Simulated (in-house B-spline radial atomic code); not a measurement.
Values are calculated unless marked as measured or tabulated.
## Mobility against doping in n-type InAs: single donors

For InAs the NSM archive of the Ioffe Institute lists m* = 0.023 m0 and ε = 15.15, so a* = 34.86 nm and Ha* = 2.727 meV.

One parabolic, isotropic band at zero temperature, uniform dielectric constant, impurities scattering independently, no phonons and no central-cell term; real bands flatten as E_F rises, which lowers the mobility at the highest densities. In effective units each ion is a point charge Z in an electron gas; its screened potential is solved self-consistently in the LDA with open boundaries (B-splines, partial waves to l = 16), which gives the phase shifts δ_l at the Fermi level. All carriers come from single donors, N_D = n. μ = e/(ħ k_F N σ_tr); Brooks-Herring takes σ_Born = (2πZ²/k_F⁴)(ln(1 + b) − b/(1 + b)), b = π k_F in effective units. «Linear» is first order in Z with Lindhard's response and the LDA kernel.

```csv
n (cm⁻³),r_s,E_F (meV),δ0 (rad),σ_linear/σ_Born,σ_tr/σ_Born,"μ, phase shifts (cm²/V·s)","μ, Brooks-Herring"
7.96e14,1.92,1.36,1.018,1.65,1.89,69600,131000
1.97e15,1.42,2.49,0.818,1.48,1.77,58000,103000
4.87e15,1.05,4.55,0.654,1.35,1.60,51400,82300
1.18e16,0.781,8.23,0.524,1.26,1.46,46700,67900
2.92e16,0.578,15,0.418,1.19,1.33,42800,57100
7.19e16,0.428,27.4,0.334,1.15,1.24,39300,48900
1.77e17,0.317,50,0.266,1.11,1.18,36100,42500
```

(1) How does the mobility change over the table, and why by so much less than n?

(2) Where does Brooks-Herring miss most, and for what reason?

Answers

(1) n grows 222-fold and μ goes from 69600 to 36100, a power n^-0.12 end to end. Since N ∝ k_F³ and σ_Born ∝ k_F⁻⁴ times a slow logarithm, the product k_F N σ holds no power of k_F: more scatterers meet faster electrons.

(2) σ_tr/σ_Born is farthest from 1 near r_s = 1.92: 1.89. A better treatment of screening (Lindhard, exchange and correlation), still in first order, gives 1.65 there, and higher orders in Z multiply that by 1.14. At the densest row the two factors are 1.11 and 1.06. Attraction raises the scattering while δ0 is small; as δ0 grows, sin² saturates while first order keeps growing.
